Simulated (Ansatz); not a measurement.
Born–Oppenheimer molecular dynamics of Cl$_{2}$FHSi (5 atoms, charge 0, multiplicity 1). It starts at the highest image of a converged band. Of that band: Neighbouring images differ by up to 1.4 eV, so the band resolves the path poorly. A vibrational analysis at the climbing image gives one clearly imaginary mode, 955i cm⁻¹: a first-order saddle point.

Level of theory: Ansatz 0.2.0, RKS PBE0-D4/cc-pVDZ.

```yaml
ensemble: NVE (velocity Verlet)
time_step: 0.5 fs
steps_asked: 200
starting_velocities_drawn_for: 300 K
seed: 11807
```

First frame:

```xyz
5
Properties=species:S:1:pos:R:3
Si -0.374 0.016 0.351
H 0.837 -0.038 1.444
Cl 2.112 0.054 0.472
Cl -0.795 1.678 -0.799
F -0.605 -1.268 -0.638
```

Q: How far do the bonds stretch over the last three quarters of this one trajectory? (Pairs bonded in most of those frames.)

A: 
```json
{"bond": "Si1–H2", "mean (Å)": "1.607", "spread (Å)": "0.132", "shortest": "1.36", "longest": "1.82"}
{"bond": "Si1–Cl3", "mean (Å)": "2.118", "spread (Å)": "0.130", "shortest": "1.90", "longest": "2.30"}
{"bond": "Si1–Cl4", "mean (Å)": "2.085", "spread (Å)": "0.052", "shortest": "2.00", "longest": "2.16"}
{"bond": "Si1–F5", "mean (Å)": "1.642", "spread (Å)": "0.031", "shortest": "1.59", "longest": "1.69"}
```

Mean temperature of the second half: 3236 K. The conserved energy stayed within 0.54 meV per atom of its start (net change -0.17 meV per atom), so the integration is sound. The kinetic energy rose, since the run started high on the potential surface and went downhill. A run of 0.1 ps of so small a system gives no equilibrium averages. The orbitals stay closed-shell, which can raise the energy where a bond breaks towards radicals; this wasn't checked here.

Run time: 10 min on 1 thread of Arm Neoverse V1, with other jobs on the host, peak memory 0.15 GiB.
